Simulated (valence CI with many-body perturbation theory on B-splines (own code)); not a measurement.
## Which ion has this spectrum?

A relativistic CI+MBPT calculation for an atom or ion with 15 electrons gives these levels (cm⁻¹):

```csv
J,Parity,E,g
3/2,odd,0,1.57
3/2,odd,139024,1.30
5/2,odd,180714,1.20
1/2,odd,236199,0.66
3/2,odd,372030,1.25
5/2,even,682348,1.54
3/2,even,762333,1.40
1/2,even,782998,2.47
3/2,even,843720,1.08
3/2,even,895780,0.82
5/2,even,904346,1.20
5/2,even,923466,1.20
3/2,even,951488,1.08
1/2,even,959979,0.82
```

The energies are calculated, and their last digits are not significant.

Question: Which is it?
A. Zr25+
B. Nb26+
C. Mo27+
D. Tc28+

Answer: B. Nb26+, ground level (3s^2 3p1/2^2 3p3/2) J=3/2.
